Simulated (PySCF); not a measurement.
Two-component Hartree-Fock for W (tungsten, neutral)

Start: [Xe] 4f14 5d4 6s2; 5d5/2 filled at m_j = -1/2, +1/2, +3/2, +5/2. Calculated with PySCF 2.14 in x2c-TZVPall-2c (11s11p10d2f, 108 functions): generalised Hartree-Fock with the X2C-1e Hamiltonian and a Gaussian nucleus; spin-orbit coupling (SO) screened by Boettger's factors. This is a chosen level, not necessarily the ground level.

```json
{"spinor shell": "1s1/2", "electrons": "2", "ε, screened SO (eV)": "-69879.3", "weight of nominal j (screened SO)": "1.000", "rms radius, screened SO (bohr)": "0.0208"}
{"spinor shell": "2s1/2", "electrons": "2", "ε, screened SO (eV)": "-12199.9", "weight of nominal j (screened SO)": "1.000", "rms radius, screened SO (bohr)": "0.0838"}
{"spinor shell": "2p1/2", "electrons": "2", "ε, screened SO (eV)": "-11645.4", "weight of nominal j (screened SO)": "1.000", "rms radius, screened SO (bohr)": "0.0713"}
{"spinor shell": "2p3/2", "electrons": "4", "ε, screened SO (eV)": "-10287.0", "weight of nominal j (screened SO)": "1.000", "rms radius, screened SO (bohr)": "0.0787"}
{"spinor shell": "3s1/2", "electrons": "2", "ε, screened SO (eV)": "-2871.3", "weight of nominal j (screened SO)": "1.000", "rms radius, screened SO (bohr)": "0.214"}
{"spinor shell": "3p1/2", "electrons": "2", "ε, screened SO (eV)": "-2624.7", "weight of nominal j (screened SO)": "1.000", "rms radius, screened SO (bohr)": "0.206"}
{"spinor shell": "3p3/2", "electrons": "4", "ε, screened SO (eV)": "-2326.0", "weight of nominal j (screened SO)": "1.000", "rms radius, screened SO (bohr)": "0.221"}
{"spinor shell": "3d3/2", "electrons": "4", "ε, screened SO (eV)": "-1915.5", "weight of nominal j (screened SO)": "1.000", "rms radius, screened SO (bohr)": "0.195"}
{"spinor shell": "3d5/2", "electrons": "6", "ε, screened SO (eV)": "-1851.1", "weight of nominal j (screened SO)": "1.000", "rms radius, screened SO (bohr)": "0.199"}
{"spinor shell": "4s1/2", "electrons": "2", "ε, screened SO (eV)": "-624.54", "weight of nominal j (screened SO)": "1.000", "rms radius, screened SO (bohr)": "0.478"}
{"spinor shell": "4p1/2", "electrons": "2", "ε, screened SO (eV)": "-520.96", "weight of nominal j (screened SO)": "1.000", "rms radius, screened SO (bohr)": "0.486"}
{"spinor shell": "4p3/2", "electrons": "4", "ε, screened SO (eV)": "-450.99", "weight of nominal j (screened SO)": "1.000", "rms radius, screened SO (bohr)": "0.520"}
{"spinor shell": "4d3/2", "electrons": "4", "ε, screened SO (eV)": "-280.44", "weight of nominal j (screened SO)": "1.000", "rms radius, screened SO (bohr)": "0.544"}
{"spinor shell": "4d5/2", "electrons": "6", "ε, screened SO (eV)": "-267.16", "weight of nominal j (screened SO)": "1.000", "rms radius, screened SO (bohr)": "0.556"}
{"spinor shell": "5s1/2", "electrons": "2", "ε, screened SO (eV)": "-93.743", "weight of nominal j (screened SO)": "1.000", "rms radius, screened SO (bohr)": "1.15"}
{"spinor shell": "5p1/2", "electrons": "2", "ε, screened SO (eV)": "-60.691", "weight of nominal j (screened SO)": "0.949", "rms radius, screened SO (bohr)": "1.28"}
{"spinor shell": "4f5/2", "electrons": "6", "ε, screened SO (eV)": "-51.106", "weight of nominal j (screened SO)": "0.988", "rms radius, screened SO (bohr)": "0.669"}
{"spinor shell": "4f7/2", "electrons": "8", "ε, screened SO (eV)": "-48.857", "weight of nominal j (screened SO)": "0.985", "rms radius, screened SO (bohr)": "0.677"}
{"spinor shell": "5d5/2", "electrons": "4", "ε, screened SO (eV)": "-10.326", "weight of nominal j (screened SO)": "0.601", "rms radius, screened SO (bohr)": "2.16"}
{"spinor shell": "6s1/2", "electrons": "2", "ε, screened SO (eV)": "-7.230", "weight of nominal j (screened SO)": "0.988", "rms radius, screened SO (bohr)": "3.69"}
```

Task: Where does 5p3/2 lie, and what is the 5p spin-orbit splitting (screened SO)?

Result: At -49.465 eV, 11.226 eV above 5p1/2.

| quantity | screened SO |
| --- | --- |
| E (hartree) | -16149.55867 |
| M_J | 4 |
| ⟨J²⟩ | 20.132 |
| ⟨L²⟩ | 6.574 |
| ⟨S²⟩ | 5.941 |

Each row is a mean over spinors that exchange with the open shell spreads, by up to 6.467 eV (5p3/2).

Rows whose weight is well below 1 are mixtures of j = l ± 1/2: exchange outweighs spin-orbit coupling there, and the label is only the starting occupation.

⟨J²⟩ departs a little from M_J(M_J + 1) because the unrestricted spinors polarise the closed shells.

Breit and QED terms are absent; they matter most for the inner s and p1/2 levels.

Densities and radii are taken from the X2C orbitals without a picture-change correction, which distorts them close to the nucleus.
